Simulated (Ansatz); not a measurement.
C$_{6}$H$_{10}$ (SMILES C=C1CC(C)C1), singlet, geometry from GFN2-xTB; MP2/def2-TZVPP run with Ansatz (a program for electronic structure).

Ansatz was given this input:
Ansatz 0.2 input:
```yaml
crystal:
  periodic: [false, false, false]
  atoms:
    - {symbol: C, position_ang: [2.30620095, 0.65074062, -0.02153813]}
    - {symbol: C, position_ang: [1.07048549, 0.19793353, -0.04162539]}
    - {symbol: C, position_ang: [-0.00058040, 0.14583882, -1.09705712]}
    - {symbol: C, position_ang: [-0.90500042, -0.61024687, -0.09934308]}
    - {symbol: C, position_ang: [-2.22254070, 0.06623429, 0.23136630]}
    - {symbol: C, position_ang: [0.19643935, -0.48378511, 0.97579054]}
    - {symbol: H, position_ang: [2.92069515, 0.57989758, 0.86061619]}
    - {symbol: H, position_ang: [2.75462994, 1.11059884, -0.88655832]}
    - {symbol: H, position_ang: [0.26956173, -0.40327760, -1.99842076]}
    - {symbol: H, position_ang: [-0.38188676, 1.12419954, -1.38933687]}
    - {symbol: H, position_ang: [-1.08606244, -1.64502482, -0.39644556]}
    - {symbol: H, position_ang: [-2.72215589, -0.45138236, 1.04818791]}
    - {symbol: H, position_ang: [-2.05479662, 1.09948368, 0.52927032]}
    - {symbol: H, position_ang: [-2.88209002, 0.05972556, -0.63448139]}
    - {symbol: H, position_ang: [-0.07686489, 0.14942889, 1.81980269]}
    - {symbol: H, position_ang: [0.58894420, -1.42394105, 1.36180707]}
basis:
  gaussian:
    orbitals: def2-TZVPP
magnetization: {spin_polarized: false}
correlation: {method: mp2}
```

Task: What does Ansatz print? Leave out banner, timings and long lists.

Result: 
```
Functional definition: HF
1909 factors; integrals over basis functions are off by at most 1.1e-3 eV
mean field evaluation 1: about -6336.7861 eV, gradient 4.2e1 eV
mean field evaluation 2: about -6337.0876 eV, gradient 4.2e1 eV
mean field evaluation 4: about -6341.9350 eV, gradient 5.3e0 eV
mean field evaluation 8: about -6342.0230 eV, gradient 3.3e-1 eV
mean field evaluation 16: about -6342.0235 eV, gradient 2.8e-6 eV
mean field -6342.02345909 eV, -233.0650633437 hartree, gradient 2.8e-6 eV, S^2 0.000000; 0 other end points of the search recorded, 0 dependent functions left out
6 core orbitals not correlated
reference -6342.02345909 eV, -233.0650633437 hartree; 17, 17 occupied and 303, 303 virtual orbitals, 1909 factors
second order -27.33227827 eV of doubles, -0.00000000 eV of singles
Total energy: -6369.35573737 eV, -234.0695060438 hartree
```
